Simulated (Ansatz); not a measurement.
Two isomers of C3H8OSi: A = `C1CO[SiH2]C1`, B = `CC(C)O[SiH]`.

Computed with Ansatz on PBE0-D4/def2-TZVP structures; ΔE is electronic, products minus reactants. CCSD(T)/CBS adds triple-zeta CCSD(T) − MP2 to the extrapolated MP2 energy (def2 sets, frozen cores). Functionals use def2-TZVPP. One conformer a species, not always the lowest.

Problem. Which isomer does CCSD(T)/CBS put lower? Give the gap. (Best estimate.)

Solution. Ansatz gave: A, by 30.1 kcal/mol.

Problem. Give E(B) − E(A) in kcal/mol with PBE0-D4, CCSD(T)/def2-SVP, ωB97M-V, CCSD/def2-TZVPP, PBE-D4, B2PLYP, HF/def2-TZVPP. (Best estimate.)

Solution. The calculation gave: PBE0-D4 32.2, CCSD(T)/def2-SVP 24.5, ωB97M-V 29.0, CCSD/def2-TZVPP 29.3, PBE-D4 28.6, B2PLYP 28.8, HF/def2-TZVPP 30.7. None reverses the order clearly.

Problem. Does the order hold for the free energy at 298.15 K (harmonic terms from PBE0-D4)? (An estimate is asked.)

Solution. The calculation gave: Yes: G(B) − G(A) = +28.8 kcal/mol, for one conformer each.

Largest T1 diagnostic: 0.014.

Leaving LDA and LC-ωPBE aside and taking each functional with its dispersion term where it has one, the values, not all of them listed here, spread over 10.7 kcal/mol, from BLYP-D4 to PBE-QIDH. LDA lies +3.4 kcal/mol from PBE without D4. At CCSD(T), def2-SVP lies −5.6 kcal/mol from the extrapolated value and def2-TZVPP −1.0 kcal/mol.
